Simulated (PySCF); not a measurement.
A geometry optimisation on `C[S][SnH2][NH2]`.

Computed with PBE0-D3(BJ)/def2-SVP geometry optimisation, gas phase, def2 core potentials past Kr (PySCF 2.14.0). Start geometry: GFN2-xTB. The input is one job of a driver script: a line of settings, then coordinates in Å.

Input:
```
{"job": {"xc": "PBE0", "basis": "def2-SVP", "d3": "d3bj", "grid": 1, "maxiter": 30, "shake": 0.01, "kind": "geom"}, "charge": 0, "multiplicity": 1}
C     -2.321130    -0.101390     0.104280
S     -0.917050     0.990530     0.431590
Sn     0.902810    -0.351630    -0.344570
N      2.618590     0.636240     0.237500
H     -2.451820    -0.243050    -0.977160
H     -2.237860    -1.015400     0.619090
H     -3.194530     0.457400     0.482180
H      0.992310    -1.844490     0.439930
H      0.814640    -0.691720    -1.999440
H      3.393510     0.511490    -0.339500
H      2.438640     1.626190     0.370360
```

Output:
```
step   0  E = -709.11199669  max force = 0.044826
step   1  E = -709.11676556  max force = 0.011019
step   2  E = -709.11771313  max force = 0.003035
step   3  E = -709.11779386  max force = 0.000629
step   4  E = -709.11781015  max force = 0.000625
step   5  E = -709.11781157  max force = 0.000704
step   6  E = -709.11781500  max force = 0.000284
optimisation converged
```

Energies in Eh; «max force» is the largest Cartesian gradient component in Eh/bohr.

Give the first gradient maximum in eV/Å.

With 1 Eh/bohr = 51.422 eV/Å, 2.305 eV/Å.

How much energy does the optimisation release, in kJ/mol?

E(step 0) − E(last step) = 0.005818 Eh, which is 15.3 kJ/mol.

In short: final energy -709.11781 Eh after 6 steps; dipole 1.96 D.

Give the final coordinates.

0.106 Å rms from the input after alignment:
```
atom  x, y, z in Å
C1    -2.2595   -0.0074    0.2045
S2    -0.9483    1.1749    0.6625
Sn3    0.9668   -0.0994   -0.0871
N4     2.5783    1.0719    0.3716
H5    -2.2870   -0.1924   -0.8793
H6    -2.1571   -0.9619    0.7410
H7    -3.2124    0.4530    0.4998
H8     1.0869   -1.5653    0.7983
H9     0.7857   -0.4294   -1.7725
H10    3.3644    0.9208   -0.2592
H11    2.3412    2.0617    0.3143
```

How long does this job take on Arm Neoverse V2, one thread, shared host? And the peak memory of the process?

About 30 s, with 0.45 GiB resident at the peak, the Python interpreter and its libraries included.
Labels such as C1 count atoms from 1, the log's own numbers from 0.
